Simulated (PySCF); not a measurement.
# Telling isomers of C$_{6}$H$_{5}$NO$_{2}$ apart by NMR

[PySCF 2.14.0 with density-fitted response routines: PBE0/pcSseg-1 with gauge-including orbitals; geometry: PBE0-D3(BJ)/def2-SVP; J: B3LYP/pcJ-1 (spin–dipole term left out of most H,H and C,H couplings); no solvent model; one computed conformer; non-relativistic Hamiltonian; equivalent nuclei averaged]

References, each an isolated molecule treated in the same way: $^{1}$H (31.27 ppm) and $^{13}$C (184.41 ppm) vs TMS. Multiplet labels drop J under 1 Hz and among equivalent protons, and merge close values. Unscaled 3J(H,H) run several per cent high. Acid and N–H amide carbonyl carbons lie up to 10 ppm further downfield in solution (hydrogen bonding). Shifts are as computed. Against solution values, carbons near 30 ppm lie about +2 ppm off and those near 130 ppm about +5 ppm. Of 1211 compounds with measured shifts, 218 miss one by over three times the rms of a fit or turn the order of signals round; such compounds aren't used in these exercises. OH and NH positions are gas-phase values without hydrogen bonding to other molecules.

(1) Tabulate the signals of `O=COc1cccnc1`, `O=C(O)c1ccncc1`, `O=COc1ccccn1` and their relative energies.

(2) What is the quickest way to tell O=COc1cccnc1 from O=C(O)c1ccncc1?

(3) What is the quickest way to tell O=C(O)c1ccncc1 from O=COc1ccccn1?

(4) What is the quickest way to tell O=COc1cccnc1 from O=COc1ccccn1?

Results:

(1) 
```json
{"SMILES": "O=COc1cccnc1", "carbon types": "1×C 5×CH", "δC": "161.6, 153.6, 152.2, 146.6, 131.3, 128.7", "δH": "9.23 (ddd, 1H), 8.66 (d, 1H), 8.64 (dd, 1H), 8.08 (s, 1H), 7.26 (dd, 1H)", "E rel. (kcal/mol)": "17.5"}
{"SMILES": "O=C(O)c1ccncc1", "carbon types": "2×C 4×CH", "δC": "168.6, 156.7, 138.5, 128.6", "δH": "9.03 (dd, 2H), 7.97 (dd, 2H), 6.09 (br s, 1H)", "E rel. (kcal/mol)": "0.0"}
{"SMILES": "O=COc1ccccn1", "carbon types": "1×C 5×CH", "δC": "163.0, 161.8, 154.0, 144.8, 127.0, 119.6", "δH": "8.74 (d, 1H), 8.53 (dd, 1H), 8.16 (s, 1H), 7.84 (ddd, 1H), 7.17 (dd, 1H)", "E rel. (kcal/mol)": "13.2"}
```

Energies are electronic energies at PBE0/pcSseg-1 on these geometries, without zero-point or thermal terms, each for the one conformer computed, which needn't be the lowest.

(2) Count the carbon signals: 6 against 4. The first has an aromatic carbon bearing oxygen (C) at 153.6 ppm, the second a substituted aromatic carbon (C) at 138.5 ppm. Their most deshielded carbons lie at 161.6 and 168.6 ppm.

(3) Count the carbon signals: 4 against 6. The first has a substituted aromatic carbon (C) at 138.5 ppm, the second an aromatic CH at 144.8 ppm. Their most deshielded carbons lie at 168.6 and 163.0 ppm.

(4) Both give the same number of carbon signals, with the same numbers of each carbon type, so the positions decide. The first has an aromatic carbon bearing oxygen (C) at 153.6 ppm, the second an aromatic carbon bearing oxygen (C) at 163.0 ppm. Their most deshielded carbons lie at 161.6 and 163.0 ppm. In the proton spectra the most deshielded non-exchanging signals are 9.23 (ddd, J = 9.7, 2.8, 1.3 Hz, 1H) and 8.74 (d, J = 9.6 Hz, 1H).
